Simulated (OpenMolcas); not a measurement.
Au2+ in a point-charge field

Au2+ among 3 point charges of -2 e arranged as a planar triangle (D3h), 1.91 Å from the ion.

```yaml
Program: OpenMolcas 26.06
Method: CASSCF
Basis: ANO-RCC-VDZP [7s6p4d2f]
Scalar_Hamiltonian: DKH2, point nucleus
Active_space: 9 electrons in 5 orbitals (5d)
State_averaging: 2S+1 = 2 even, 5 roots
Spin-orbit_coupling: RASSI with atomic mean-field integrals over the reference wave functions
```

The lowest spin-free states (labels of D3, the rotations of D3h), above the lowest:

```
State  Degeneracy  E (cm-1)  Free-ion L (%)
   2E           2       0.0         D (100)
   2E           2     14717         D (100)
  2A1           1     20791         D (100)
```

The lowest levels with spin-orbit coupling:

```csv
E (cm-1),Degeneracy,Label,2S+1,g
0.0,2,E1/2,2,0.00 0.00 5.93
8009,2,E3/2,2,0.00 0.00 2.42
18471,2,E1/2,2,0.71 2.95 2.95
20635,2,E3/2,2,0.00 0.00 3.51
30638,2,E1/2,2,0.95 0.95 1.29
```

Powder χT (cm3 K/mol): 1.1 at 2 K, 1.1 at 10 K, 1.1 at 50 K, 1.11 at 100 K, 1.11 at 200 K, 1.12 at 300 K. The effective moment at 300 K is 2.828 √(χT) = 3.00 μB.

The lowest level has 2S+1 = 2, for which the spin-only value is χT = S(S+1) / 2 = 0.375 cm3 K/mol (g = 2). The computed 1.123 at 300 K differs by +0.748, through orbital momentum, spin-orbit coupling and any other state in reach.

An orbital doublet at a regular site is open to a Jahn-Teller distortion, which this geometry leaves out. Point charges carry no covalency, so the field is a model and not that of real ligands. No measured value stands beside these numbers.
